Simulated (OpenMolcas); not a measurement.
**Levels of Eu III by method**

```
Program             : OpenMolcas
Basis               : ANO-R2 [8s6p4d3f1g]
Scalar Hamiltonian  : X2C, finite nucleus
Active space        : 7 electrons in 7 orbitals (4f)
State averaging     : 2S+1 = 8 odd, 1 root; 2S+1 = 6 odd, 48 roots; 2S+1 = 4 odd, 96 roots kept (CI in the orbitals of an earlier block); 2S+1 = 2 odd, 25 roots kept (CI in the orbitals of an earlier block, 0 in the spin-orbit step)
Spin-orbit coupling : RASSI with atomic mean-field integrals over the reference wave functions, term energies averaged over their components
```

Methods on the same reference wave functions:
A. CASSCF
B. SS-CASPT2, IPEA 0.25 Eh, imaginary shift 0.1 Eh (closed shells correlated: 5s 5p)
C. MS-CASPT2, IPEA 0.25 Eh, imaginary shift 0.1 Eh (closed shells correlated: 5s 5p)

Energies in cm⁻¹ above 4f⁷ ⁸S°_7/2, the measured ground level; measured values from Martin, Zalubas and Hagan, Atomic Energy Levels: The Rare-Earth Elements, NSRDS-NBS 60 (1978).

```
       Level      A      B      C  Measured
 4f⁷ ⁸S°_7/2    0.0    0.0    0.0       0.0
 4f⁷ ⁶P°_7/2  35979  30970  30970     28200
 4f⁷ ⁶P°_5/2  36320  31230  31230          
 4f⁷ ⁶P°_3/2  37050  31970  31970          
 4f⁷ ⁶I°_7/2  39045  35710  35710          
 4f⁷ ⁶I°_9/2  39321  36000  36000          
4f⁷ ⁶I°_17/2  39429  36140  36140     32073
4f⁷ ⁶I°_11/2  39570  36260  36260     32180
4f⁷ ⁶I°_15/2  39702  36420  36420     32308
4f⁷ ⁶I°_13/2  39723  36430  36430          
 4f⁷ ⁶D°_9/2  44056  38990  38990          
 4f⁷ ⁶D°_1/2  44854  39850  39850          
 4f⁷ ⁶D°_7/2  45106  40040  40040          
 4f⁷ ⁶D°_3/2  45146  40120  40120          
 4f⁷ ⁶D°_5/2  45327  40280  40280
```

Deviations, from unrounded energies. A percentage is the sum of absolute deviations over the sum of measured energies, with the sign that they share, or ± where signs differ.

| Against measurement | Levels | A | B | C |
| --- | --- | --- | --- | --- |
| mean absolute deviation (cm-1) | 4 | 7500 | 3800 | 3800 |
| other terms of the ground configuration (%) | 4 | +24.0 | +12.0 | +12.0 |

B, C lie about equally close to measurement and A furthest from it. The largest miss of C in the table is 4f⁷ ⁶I°_15/2, by +4100 cm-1. The ranking rests on the paired levels alone, and a cruder setting can come out closer through cancelling errors.

Between B and C no level of the table moves by more than 5 cm-1.

The two smallest mean deviations differ by little beside CASPT2's spread within terms, so their order carries little weight.

From A to B the spin-free energies of the other terms of 4f⁷ shown, above ⁸S°, scale by factors of 0.86 to 0.91, as is usual when dynamic correlation screens the repulsion within a d or f shell.

The lowest spin-free term lies below A's lowest term by 0.506 hartree in B, 0.506 hartree in C.

CASPT2 breaks the degeneracy within a term, and the mean is taken; among the terms shown or strongly mixed into the levels shown the widest spread is 310 cm-1 (4f⁷ ⁶I°, C). Only 96 quartet roots enter the spin-orbit mixing, so the splitting and order within the octet and the sextets are unsound, and g values and χT are rough. Without dynamic correlation excited terms often stand tens of per cent too high (terms of higher spin than the ground term too low), and those without a measured partner can miss by more than the paired ones (holds for A). Blocks of more than 70 roots (2S+1 = 4 odd) ran without multistate coupling (holds for C). Computed and measured levels are paired by configuration, term and J; levels that our copy of the source lacks, or whose pairing is in doubt (as where it misses far off the trend of its configuration), stay unpaired and out of the deviations. Levels of configurations outside the active space are missing. The table leaves out levels that lie high or whose names do not pair safely across all columns.

° marks odd parity.
